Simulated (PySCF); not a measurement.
PySCF job for Ga(Me)2(AsH2) (C₂H₈AsGa), SMILES [CH3][Ga]([CH3])[AsH2], B3LYP/pcSseg-1. Geometry: B3LYP-D3(BJ)/def2-SVP. The isomer is the one that the SMILES or the coordinates give; other isomers of the formula were not compared.

```python
import numpy as np
from pyscf import gto, scf, dft
from pyscf.prop.nmr import rks as nmr

mol = gto.M(
    atom='''
    Ga    0.40209570   -0.60477423    0.33935282
    C     2.15615036   -1.16075323   -0.40942866
    H     2.28553684   -2.25289788   -0.33905387
    H     2.95942675   -0.69686089    0.18990867
    H     2.28891781   -0.84871210   -1.45564716
    C    -0.33401589   -1.44536352    1.98244166
    H    -1.00197730   -2.27334315    1.68662330
    H    -0.93235892   -0.73551083    2.57383886
    H     0.46119605   -1.86682853    2.61726872
    As   -0.80806200    1.26580632   -0.68606644
    H    -2.16620422    0.58779101   -0.49504714
    H    -0.62626425    0.69945578   -2.09571408
    ''',
    basis='pcSseg-1',
    charge=0,
    spin=0,
    max_memory=1600,
    verbose=3,
)
mf = dft.RKS(mol, xc='b3lyp')
mf.grids.level = 3
mf.conv_tol = 1e-10
mf.max_cycle = 100
mf.kernel()
n = nmr.NMR(mf)
n.verbose = 2
n.max_cycle_cphf = 60
sigma = n.kernel()
print('atom   isotropic/ppm   span/ppm')
for i, s in enumerate(sigma):
    w = np.linalg.eigvalsh((s + s.T) / 2)
    print(f'{mol.atom_symbol(i):2s}{i + 1:3d} {w.mean():14.3f} {w[2] - w[0]:11.3f}')
```

Program output:

```
converged SCF energy = -4241.44014080451
atom   isotropic/ppm   span/ppm
Ga  1        872.098     572.035
C   2        172.236      34.523
H   3         30.792      11.379
H   4         31.135      10.644
H   5         30.633      10.749
C   6        172.919      37.507
H   7         31.200      10.524
H   8         30.663      10.636
H   9         30.796      11.946
As 10       1832.463     203.082
H  11         29.454      18.256
H  12         29.521      18.423
```

Self-consistency was reached.
